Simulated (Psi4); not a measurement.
B₂Cl₄, charge +1, doublet, at a GFN2-xTB geometry (a state made from the parent by changing its charge; the spin is typed, not shown lowest); CCSD(T)/STO-3G (Psi4).

Here is a job for Psi4.
```
memory 2 GB

molecule {
1 2
Cl   -1.61661384   -1.23096321    0.93274935
B    -0.92672809   -0.08648054   -0.07001120
Cl   -1.65821554    0.92536222   -1.18015171
B     0.92672809    0.08648054    0.07001120
Cl    1.81616846   -0.89455649   -0.94870065
Cl    1.45866093    1.20015748    1.19610301
}

set {
  basis sto-3g
  reference uhf
}

energy('ccsd(t)')
print_variables()
```

The log (banner, timings and long lists left out):

```
   => Loading Basis Set <=

    Name: STO-3G
    Role: ORBITAL
    Keyword: BASIS

         ---------------------------------------------------------
                                   SCF
               by Justin Turney, Rob Parrish, Andy Simmonett
                          and Daniel G. A. Smith
                              UHF Reference
         ---------------------------------------------------------

  ==> Geometry <==

    Molecular point group: c1
    Full point group: C1

    Geometry (in Angstrom), charge = 1, multiplicity = 2:

       Center              X                  Y                   Z               Mass
    ------------   -----------------  -----------------  -----------------  -----------------
         CL          -1.616613842160    -1.230963210000     0.932749350000    34.968852682000
         B           -0.926728092160    -0.086480540000    -0.070011200000    11.009305360000
         CL          -1.658215542160     0.925362220000    -1.180151710000    34.968852682000
         B            0.926728087840     0.086480540000     0.070011200000    11.009305360000
         CL           1.816168457840    -0.894556490000    -0.948700650000    34.968852682000
         CL           1.458660927840     1.200157480000     1.196103010000    34.968852682000

  Running in c1 symmetry.

  Rotational constants: A =      0.05288  B =      0.03016  C =      0.03016 [cm^-1]
  Rotational constants: A =   1585.40429  B =    904.08092  C =    904.08092 [MHz]
  Nuclear repulsion =  431.923449507355144

  Charge       = 1
  Multiplicity = 2
  Electrons    = 77
  Nalpha       = 39
  Nbeta        = 38

  ==> Algorithm <==

  SCF Algorithm Type is PK.
  DIIS enabled.
  MOM disabled.
  Fractional occupation disabled.
  Guess Type is SAD.
  Energy threshold   = 1.00e-08
  Density threshold  = 1.00e-08
  Integral threshold = 1.00e-12

  ==> Primary Basis <==

  Basis Set: STO-3G
    Blend: STO-3G
    Number of shells: 26
    Number of basis functions: 46
    Number of Cartesian functions: 46
    Spherical Harmonics?: true
    Max angular momentum: 1

  ==> Integral Setup <==

  Using in-core PK algorithm.
   Calculation information:
      Number of atoms:                   6
      Number of AO shells:              26
      Number of primitives:             78
      Number of atomic orbitals:        46
      Number of basis functions:        46

      Integral cutoff                 1.00e-12
      Number of threads:                 1

  Performing in-core PK
  Using 1169642 doubles for integral storage.
  We computed 38954 shell quartets total.
  Whereas there are 61776 unique shell quartets.

  ==> DiskJK: Disk-Based J/K Matrices <==

    J tasked:                  Yes
    K tasked:                  Yes
    wK tasked:                  No
    Schwarz Cutoff:          1E-12

  Minimum eigenvalue in the overlap matrix is 2.4304781972E-01.
  Reciprocal condition number of the overlap matrix is 1.1978963007E-01.
    Using symmetric orthogonalization.

  ==> Pre-Iterations <==

  SCF Guess: Superposition of Atomic Densities via on-the-fly atomic UHF (no occupation information).

   -------------------------
    Irrep   Nso     Nmo
   -------------------------
     A         46      46
   -------------------------
    Total      46      46
   -------------------------

  ==> Iterations <==

                        Total Energy        Delta E     RMS |[F,P]|

   @UHF iter SAD: -1865.59056753769437   -1.86559e+03   0.00000e+00
   @UHF iter   1: -1866.55568531546487   -9.65118e-01   1.28056e-02 DIIS/ADIIS
   @UHF iter   2: -1866.75037669650942   -1.94691e-01   8.58850e-03 DIIS/ADIIS
   @UHF iter   3: -1866.85759386452264   -1.07217e-01   6.41171e-04 DIIS/ADIIS
   @UHF iter   4: -1866.85879828725979   -1.20442e-03   1.49628e-04 DIIS/ADIIS
   @UHF iter   5: -1866.85892166672238   -1.23379e-04   4.21227e-05 DIIS
   @UHF iter   6: -1866.85893277083255   -1.11041e-05   1.57003e-05 DIIS
   @UHF iter   7: -1866.85893458475744   -1.81392e-06   5.28986e-06 DIIS
   @UHF iter   8: -1866.85893478410958   -1.99352e-07   7.66575e-07 DIIS
   @UHF iter   9: -1866.85893478681601   -2.70643e-09   1.97761e-07 DIIS
   @UHF iter  10: -1866.85893478701541   -1.99407e-10   4.62814e-08 DIIS
   @UHF iter  11: -1866.85893478702451   -9.09495e-12   1.24486e-08 DIIS
   @UHF iter  12: -1866.85893478702565   -1.13687e-12   2.95119e-09 DIIS
  Energy and wave function converged.

  ==> Post-Iterations <==

   @Spin Contamination Metric:   5.315351113E-03
   @S^2 Expected:                7.500000000E-01
   @S^2 Observed:                7.553153511E-01
   @S   Expected:                5.000000000E-01
   @S   Observed:                5.000000000E-01

    Orbital Energies [Eh]
    ---------------------

    Alpha Occupied:

[...]
    Alpha Virtual:

[...]
      46A      0.309651

    Beta Occupied:

[...]
    Beta Virtual:

[...]
    Final Occupation by Irrep:
              A
    DOCC [    38 ]
    SOCC [     1 ]
    NA   [    39 ]
    NB   [    38 ]

  @UHF Final Energy: -1866.85893478702565

   => Energetics <=

    Nuclear Repulsion Energy =            431.9234495073551443
    One-Electron Energy =               -3422.5216660019295887
    Two-Electron Energy =                1123.7392817075487983
    Total Energy =                      -1866.8589347870256461

  UHF NO Occupations:
  HONO-2 :   37  A 1.9991854
  HONO-1 :   38  A 1.9991854
  HONO-0 :   39  A 1.0000000
  LUNO+0 :   40  A 0.0008146
  LUNO+1 :   41  A 0.0008146
  LUNO+2 :   42  A 0.0007196
  LUNO+3 :   43  A 0.0002353

Computation Completed

Properties will be evaluated at   0.000000,   0.000000,   0.000000 [a0]

Properties computed using the SCF density matrix

 Multipole Moments:

 ------------------------------------------------------------------------------------
     Multipole            Electronic (a.u.)      Nuclear  (a.u.)        Total (a.u.)
 ------------------------------------------------------------------------------------

[...]
     0        -0.135957224353951    0.000e+00    0.000000    0.000000    0.000000    0.000000
     1        -0.141446810279547    1.156e-01    0.012176    0.000000    0.000000    0.000000
     2        -0.151243857648162    3.130e-02    0.013304    0.000000    0.000000    0.000000
     3        -0.153410314468492    1.792e-02    0.015882    0.000000    0.000000    0.000000
     4        -0.153470666812610    3.882e-03    0.016305    0.000000    0.000000    0.000000
     5        -0.153448149151546    1.001e-03    0.016371    0.000000    0.000000    0.000000
     6        -0.153439050382715    4.125e-04    0.016401    0.000000    0.000000    0.000000
     7        -0.153435878319683    1.240e-04    0.016397    0.000000    0.000000    0.000000
     8        -0.153436866921224    4.671e-05    0.016397    0.000000    0.000000    0.000000
     9        -0.153437515308823    1.450e-05    0.016397    0.000000    0.000000    0.000000
    10        -0.153437447195727    4.840e-06    0.016397    0.000000    0.000000    0.000000
    11        -0.153437436862971    1.375e-06    0.016397    0.000000    0.000000    0.000000
    12        -0.153437438791740    5.512e-07    0.016397    0.000000    0.000000    0.000000
    13        -0.153437453516043    2.275e-07    0.016397    0.000000    0.000000    0.000000
    14        -0.153437452629214    7.821e-08    0.016397    0.000000    0.000000    0.000000

    Iterations converged.

    Largest TIA Amplitudes:
             32   0        -0.0565637636
             31   1         0.0565637627
             30   1         0.0203369422
             29   0         0.0203369414
             32   1        -0.0151678429
             31   0        -0.0151678427
             33   4        -0.0137856316
             33   2         0.0096565094
             27   2         0.0089262953
             28   3         0.0074834336

    Largest Tia Amplitudes:
             28   0        -0.0657525859
             32   1        -0.0504033165
             31   2         0.0504033156
             32   2        -0.0212656225
             31   1        -0.0212656221
             30   2         0.0184482272
             29   1         0.0184482258
             26   0         0.0175903418
             34   5        -0.0155421615
             28   4         0.0148020274

    Largest TIJAB Amplitudes:
     32  30   5   0        -0.0205917785
     31  29   6   1         0.0205917784
     38  37   1   0         0.0110148173
     28  26   4   2        -0.0106814121
     32  28   3   0        -0.0101370843
     31  28   3   1         0.0101370837
     31  28   4   1         0.0094089290
     32  28   4   0         0.0094089289
     36  29   3   1         0.0087616161
     36  30   3   0         0.0087616130

    Largest Tijab Amplitudes:
     36  29   4   0         0.0205599096
     37  30   4   0        -0.0205599082
     32  30   6   1        -0.0205099172
     31  29   7   2         0.0205099171
     36  33   2   0         0.0191602414
     37  33   1   0        -0.0191602352
     37  35   1   0         0.0191528362
     36  35   2   0         0.0191528302
     37  30   3   0         0.0179603579
     36  29   3   0         0.0179603565

    Largest TIjAb Amplitudes:
     32  32   0   1        -0.0411433899
     31  31   1   2        -0.0411433893
     29  29   6   7        -0.0320691209
     30  30   5   6        -0.0320691206
     31  29   1   7        -0.0284444618
     32  30   0   6         0.0284444618
     26  28   2   5        -0.0243966392
     30  32   5   1         0.0240513506
     29  31   6   2        -0.0240513503
     32  34   0   0        -0.0234605296

    SCF energy       (wfn)                    = -1866.858934787025646
    Reference energy (file100)                = -1866.858934787024282

    Opposite-spin MP2 correlation energy      =   -0.099898524488355
    Same-spin MP2 correlation energy          =   -0.036058699865596
    Singles MP2 correlation energy            =   -0.000000000000000
    MP2 correlation energy                    =   -0.135957224353951
      * MP2 total energy                      = -1866.994892011378170

    Opposite-spin CCSD correlation energy     =   -0.117427469065583
    Same-spin CCSD correlation energy         =   -0.036009983563631
    Singles CCSD correlation energy           =   -0.000000000000000
    CCSD correlation energy                   =   -0.153437452629214
      * CCSD total energy                     = -1867.012372239653587

            **************************
            *                        *
            *        CCTRIPLES       *
            *                        *
            **************************

    Wave function   =    CCSD_T
    Reference wfn   =      UHF

    Nuclear Rep. energy (wfn)                =  431.923449507355144
    SCF energy          (wfn)                = -1866.858934787025646
    Reference energy    (file100)            = -1866.858934787024282
    CCSD energy         (file100)            =   -0.153437452629214
    Total CCSD energy   (file100)            = -1867.012372239653587

    Number of ijk index combinations:
    Spin Case AAA:                                9139
    Spin Case BBB:                                8436
    Spin Case AAB:                               28158
    Spin Case ABB:                               27417
    AAA (T) energy                             =   -0.000092570341464
    BBB (T) energy                             =   -0.000401351765915
    AAB (T) energy                             =   -0.003575012106951
    ABB (T) energy                             =   -0.005461857603792
    (T) energy                                   =   -0.009530791818123
      * CCSD(T) total energy                     = -1867.021903031471538

  Variable Map:
  ----------------------------------------------------------------------------
[...]
  Array Variable Map:
  ----------------------------------------------------------------------------
[...]
[...]
```
